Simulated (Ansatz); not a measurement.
Basis sets compared for `CN(C)c1cc2sc(-c3cc4sc(-c5cc6sc(C#N)cc6s5)cc4s3)cc2s1`. Total charge 0; singlet. Geometry PBE-D4/def2-SVP. Ansatz on 2 threads of AMD EPYC 7R13 on a shared host and a share (18 GiB) of an NVIDIA H100 80GB HBM3; times are rough, and most runs start from earlier orbitals.

```xyz
41

C    -2.558    8.224   -1.692
N    -2.234    7.630   -0.410
C    -2.721    8.261    0.800
C    -1.876    6.306   -0.341
C    -1.793    5.493    0.794
C    -1.326    4.195    0.455
S    -0.994    2.745    1.356
C    -0.529    1.875   -0.117
C    -0.112    0.502   -0.034
C    -0.098   -0.338    1.084
C     0.386   -1.628    0.765
S     0.649   -3.097    1.659
C     1.237   -3.927    0.210
C     1.654   -5.302    0.292
C     1.647   -6.144    1.408
C     2.135   -7.435    1.091
S     2.378   -8.903    1.988
C     2.992   -9.717    0.543
C     3.402  -11.068    0.617
N     3.740  -12.193    0.688
C     3.004   -8.883   -0.578
C     2.518   -7.596   -0.261
S     2.270   -6.119   -1.152
C     1.224   -3.088   -0.909
C     0.746   -1.797   -0.591
S     0.487   -0.322   -1.483
C    -0.628    2.693   -1.246
C    -1.074    3.992   -0.916
S    -1.420    5.445   -1.827
H    -1.777    7.967   -2.441
H    -3.545    7.890   -2.097
H    -2.573    9.327   -1.594
H    -2.831    9.348    0.627
H    -3.705    7.854    1.135
H    -1.995    8.119    1.627
H    -2.060    5.821    1.804
H    -0.434   -0.015    2.078
H     1.300   -5.824    2.398
H     3.352   -9.218   -1.563
H     1.551   -3.414   -1.905
H    -0.390    2.343   -2.260
```

Single mean-field runs in def2-SVP, def2-TZVP are fitted with def2-universal-jkfit.

Binding counts from free atoms (C triplet, N quartet, S triplet, H doublet) in the same basis, without a counterpoise term.

```tsv
level	functions	energy (Eh)	HOMO (eV)	LUMO (eV)	binding per atom (eV)	wall time
PBE-D4/def2-SVP	490	-3302.6337	-4.35	-2.88	5.40	4.1 s
PBE0-D4/def2-SVP	490	-3302.8553	-5.13	-2.45	5.24	6.5 s
```

Q: Estimate the rows for PBE-D4/def2-TZVP, PBE0-D4/def2-TZVP (with forces).

A: 
| level | functions | energy (Eh) | HOMO (eV) | LUMO (eV) | binding per atom (eV) | wall time |
| --- | --- | --- | --- | --- | --- | --- |
| PBE-D4/def2-TZVP | 1007 | -3304.4435 | -4.42 | -2.97 | 5.34 | 6.5 s |
| PBE0-D4/def2-TZVP (with forces) | 1007 | -3304.6540 | -5.13 | -2.48 | 5.18 | 12 s |
